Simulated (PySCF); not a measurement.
# Cobalt: a sound run and one with changed settings

Sound run: Co⁺ [Ar] 3d8, Co²⁺ [Ar] 3d7. Calculation: PySCF 2.14, in def2-TZVP (6s4p4d1f, 45 functions); no relativity, point nucleus. In the sound run the correlated levels freeze [Ar]. The sound run starts from symmetry-adapted Hartree-Fock orbitals and uses a fine grid where one is needed.

Changed run: scalar relativity by spin-free X2C-1e. This setting is unsound on purpose.

```csv
species,method,sound run (hartree),changed run (hartree),converged
Co⁺,UHF,-1381.10725,-1389.67592,yes
Co⁺,M06-L,-1382.39666,-1390.96575,yes
Co⁺,BP86,-1382.64347,-1391.20828,yes
Co⁺,MP2,-1381.33720,-1389.90805,yes
Co²⁺,UHF,-1380.57925,-1389.15497,yes
Co²⁺,M06-L,-1381.75543,-1390.32979,yes
Co²⁺,BP86,-1381.97648,-1390.54684,yes
Co²⁺,MP2,-1380.72372,-1389.30057,yes
```

Ionisation energy of Co⁺:

```tsv
method	sound run (eV)	changed run (eV)
UHF	14.368	14.176
M06-L	17.449	17.305
BP86	18.150	17.999
MP2	16.694	16.530
SCS-MP2	16.575	16.410
```

Most of the change in total energy is the relativistic energy itself. On top of that the contraction fixes the core shape for the Hamiltonian it was made with, so the changed run is not a good calculation with the other Hamiltonian either.

For comparison, NIST gives 17.084 eV between the lowest levels.
